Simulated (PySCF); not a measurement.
C₄H₂BrCl, SMILES C#C/C(Cl)=C\Br.

Geometry: PBE0-D3(BJ)/def2-SVP. The structure was generated by enumeration; whether it is a known compound was not checked.

Two levels are set side by side: TDDFT-PBE/def2-SVPD (PySCF) and TDDFT-M06-2X/def2-SVPD (PySCF). Vertical, same geometry. The lowest singlet is HOMO→LUMO+1 98 % with PBE and HOMO→LUMO+1 43 %, HOMO−1→LUMO 25 %, HOMO−2→LUMO 9 % with the other functional; states are paired by order. Differences are taken from unrounded values.

| quantity | TDDFT-PBE |
|---|---|
| lowest singlet excitation (eV) | 4.46 |
| lowest triplet excitation (TDA) (eV) | 2.96 |
| first bright state (f over 0.05) (eV) | 4.55 |
| its oscillator strength | 0.22 |

Problem. These are the TDDFT-PBE values. What does TDDFT-M06-2X give? (An estimate is asked for; the answer gives what the named calculation found.)

Solution. 
| quantity | TDDFT-M06-2X | TDDFT-PBE minus TDDFT-M06-2X |
|---|---|---|
| lowest singlet excitation (eV) | 4.97 | -0.51 |
| lowest triplet excitation (TDA) (eV) | 3.36 | -0.41 |
| first bright state (f over 0.05) (eV) | 5.16 | -0.61 |
| its oscillator strength | 0.30 | -0.08 |

A lower first singlet is the usual sign of a functional without exact exchange. Differences between two approximate levels are no errors against the true value.

Rough cost on one machine, each run with all the roots and properties that it gave: TDDFT-M06-2X against TDDFT-PBE about 10 times.
